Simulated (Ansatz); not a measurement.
C2H8B2O, SMILES `CBCBO`. The species carries charge 0 and has multiplicity 1.

| atom | x (Å) | y (Å) | z (Å) |
| --- | --- | --- | --- |
| C1 | -1.385 | -0.476 | -1.258 |
| B2 | -0.971 | 0.009 | 0.164 |
| C3 | 0.304 | 0.854 | 0.446 |
| B4 | 1.350 | -0.076 | 1.164 |
| O5 | 2.468 | -0.536 | 0.553 |
| H6 | -0.638 | -0.324 | -2.041 |
| H7 | -2.281 | 0.095 | -1.544 |
| H8 | -1.709 | -1.521 | -1.261 |
| H9 | -1.669 | -0.295 | 1.094 |
| H10 | 0.055 | 1.619 | 1.194 |
| H11 | 0.720 | 1.320 | -0.453 |
| H12 | 1.194 | -0.442 | 2.294 |
| H13 | 2.562 | -0.226 | -0.352 |

(1) Give the diagnostics of a CCSD(T)/def2-TZVPP run (frozen core, Ansatz 0.2.0). (Best estimate.)

## Answers

(1) Computed: T1 = 0.0123, largest single amplitude 0.018, largest double 0.016, (T) share of the correlation energy 3.6 %, 10 CCSD cycles. The RHF solution is stable towards an unrestricted one. T1 lies under the customary mark of 0.02 for closed shells.
